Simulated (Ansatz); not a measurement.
(NaH)4 cube (Na₄H₄), 8 atoms. Hardware: 2 threads of Intel Xeon 6975P-C on a shared host.

Correlated methods freeze 4 core orbitals; core or outer-core shells of Na are correlated, in sets that lack core-valence functions.

Task: How many basis functions does each of these Ansatz runs have, and roughly what does it cost? RPA@PBE/def2-TZVP, charge 0 singlet, energy, from earlier orbitals; PBE-D4/def2-TZVP, charge 0 singlet, energy and forces, from earlier orbitals; PBE-D4/def2-SVP, charge 0 singlet, energy, from earlier orbitals; ωB97M-V/def2-TZVP, charge 0 singlet, energy, from earlier orbitals; B97M-V/def2-TZVP, charge 0 singlet, energy, from earlier orbitals; CCSD(T)/def2-TZVP, charge 0 singlet, energy, from earlier orbitals; HF/STO-3G, charge 0 singlet, energy; ωB97X-V/def2-TZVP, charge 0 singlet, energy, from earlier orbitals; PBE0-D4/def2-SVP, charge 0 singlet, energy with a search over starts; PBE0-D4/def2-TZVP, charge 0 singlet, energy, from earlier orbitals; PBE0-D4/def2-SVP, charge 0 singlet, relaxation, 4 steps; r2SCAN-D4/def2-TZVP, charge 0 singlet, energy, from earlier orbitals.

Result: Other jobs shared the machine, so times can vary by a factor of up to 3. A dash marks memory too small to be measured apart from the calling script's.

```
                                                                         run  functions  fitting or Cholesky vectors  wall time  peak host memory (GiB)
                                         HF/STO-3G, charge 0 singlet, energy         40                          393     0.15 s                       –
            PBE-D4/def2-SVP, charge 0 singlet, energy, from earlier orbitals         80                          932      0.9 s                       –
        PBE0-D4/def2-SVP, charge 0 singlet, energy with a search over starts         80                          744      1.3 s                       –
PBE-D4/def2-TZVP, charge 0 singlet, energy and forces, from earlier orbitals        152                         1284      1.9 s                       –
          PBE0-D4/def2-TZVP, charge 0 singlet, energy, from earlier orbitals        152                         1320      2.2 s                       –
        r2SCAN-D4/def2-TZVP, charge 0 singlet, energy, from earlier orbitals        152                         1284      3.2 s                       –
          RPA@PBE/def2-TZVP, charge 0 singlet, energy, from earlier orbitals        152                         1340      3.8 s                       –
          ωB97X-V/def2-TZVP, charge 0 singlet, energy, from earlier orbitals        152                         1284        7 s                       –
           B97M-V/def2-TZVP, charge 0 singlet, energy, from earlier orbitals        152                         1284        8 s                       –
                     PBE0-D4/def2-SVP, charge 0 singlet, relaxation, 4 steps         80                          780      8.5 s                       –
          ωB97M-V/def2-TZVP, charge 0 singlet, energy, from earlier orbitals        152                         1284       10 s                    0.56
          CCSD(T)/def2-TZVP, charge 0 singlet, energy, from earlier orbitals        152                         1340       25 s                     1.6
```
